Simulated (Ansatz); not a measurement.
H3NPb (SMILES [NH2][PbH]) moved off its minimum; all values from Ansatz (a first-principles code), cores frozen in correlated methods. Elements past Kr take the def2 small-core potentials, without spin–orbit coupling.
(charge 0, multiplicity 1)
```xyz
5

Pb     0.0437     0.1618     0.2326
H     -0.7572     1.1995    -1.2273
N      0.6200    -1.2119    -1.2499
H      0.4367    -1.2044    -2.2402
H      1.0867    -2.2516    -1.1191
```

Forces at HF/def2-TZVPP (eV/Å):

```
atom      Fx      Fy      Fz
----  ------  ------  ------
Pb1   -0.417   0.396  -1.100
H2     0.348  -0.330   0.873
N3     2.058  -4.952  -0.330
H4    -0.192   0.575   0.531
H5    -1.797   4.311   0.025
```

**Question.** Give the forces (eV/Å), the total energy and the dipole at CCSD(T)/def2-TZVPPD.

**Answer.** 
| atom | Fx | Fy | Fz |
|---|---|---|---|
| Pb1 | -0.456 | 0.656 | -0.333 |
| H2 | 0.267 | -0.250 | 0.604 |
| N3 | 1.941 | -4.449 | -0.085 |
| H4 | -0.294 | 0.497 | -0.241 |
| H5 | -1.457 | 3.546 | 0.056 |
Energy -248.3645 hartree, dipole 1.50 D.
